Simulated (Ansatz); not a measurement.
`[GeH][Br]`. Total charge 0; spin multiplicity 1.

Task: List the harmonic frequencies (cm⁻¹, unscaled) at PBE0-D4/def2-TZVP in Ansatz. (Best estimate.)

Result: Computed: 293, 701, 1912.

Task: Is this a minimum?

Result: Yes, all 3 modes are real.

Task: Give the ideal-gas thermochemistry at 298.15 K and 1 bar (rigid rotor, harmonic oscillator; point group Cs, symmetry number 1).

Result: Zero-point energy 17.4 kJ/mol; H(298) − E = 28.7 kJ/mol; entropy 275.9 J/(mol·K), of which translation 171.6, rotation 96.9, vibration 7.4; G(298) − E = -53.5 kJ/mol.

Task: Rotational constants (cm⁻¹)?

Result: 6.666, 0.08033, 0.07937.
